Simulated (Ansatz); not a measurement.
Input file for Ansatz (a program for electronic structure): R-B3LYP/def2-TZVPPD on H4OSi (SMILES O[SiH3]) with ghost functions, monomers drawn apart or pushed together. Files ending in .json are basis or fitting sets from the Basis Set Exchange.

Ansatz 0.2 input:
```yaml
crystal:
  periodic: [false, false, false]
  atoms:
    - {symbol: O, position_ang: [1.28610706, -1.52745429, 4.92679351]}
    - {symbol: Si, position_ang: [1.16320817, -0.26884241, 5.98343501]}
    - {symbol: H, position_ang: [1.02715610, -1.35942799, 4.01129801]}
    - {symbol: H, position_ang: [2.04818291, 0.86264311, 5.60480713]}
    - {symbol: H, position_ang: [1.56827923, -0.79230557, 7.30370234]}
    - {symbol: H, position_ang: [-0.22500620, 0.25512093, 6.05974844]}
basis:
  gaussian:
    orbitals: def2-TZVPPD.json
    ghost_atoms:
      - {symbol: As, position_ang: [-0.37087047, -0.12669010, -0.24454212]}
      - {symbol: H, position_ang: [-1.82746168, -0.18720242, -0.67450692]}
      - {symbol: H, position_ang: [0.14982197, -0.50947290, -1.62037825]}
      - {symbol: H, position_ang: [-0.25696793, 1.36491626, -0.51510325]}
hamiltonian:
  xc: {name: B3LYP}
scf: {lower_state_search: off}
```

Program output:

```
Functional definition: B3LYP
[...]
these checks for a lower state are left out or cut short: stability, starts, cluster_reference, orbital_swaps, neighbouring_geometries, increment
integrals: 0.18 GiB planned
1290 factors; their error is unknown
mean field: 1.33 GiB planned
mean field evaluation 1: about -9987.8433 eV, gradient 5.6e1 eV
mean field evaluation 2: about -9973.7921 eV, gradient 1.0e2 eV
mean field evaluation 4: about -9992.7548 eV, gradient 1.4e0 eV
mean field evaluation 8: about -9992.7747 eV, gradient 2.6e-2 eV
mean field evaluation 16: about -9992.7747 eV, gradient 2.2e-6 eV
mean field -9992.77471402 eV, -367.2276973941 hartree, gradient 2.2e-6 eV, S^2 0.000000; 0 other end points of the search recorded, 0 dependent functions left out
reference -9992.77494681 eV, -367.2277059491 hartree; 13, 13 occupied and 248, 248 virtual orbitals, 1290 factors
Total energy: -9992.77494681 eV, -367.2277059491 hartree
Checks for a lower state left out: stability, starts, cluster_reference, orbital_swaps, neighbouring_geometries, increment
```

Self-consistency was reached.

Cost: roughly 4 core-seconds.
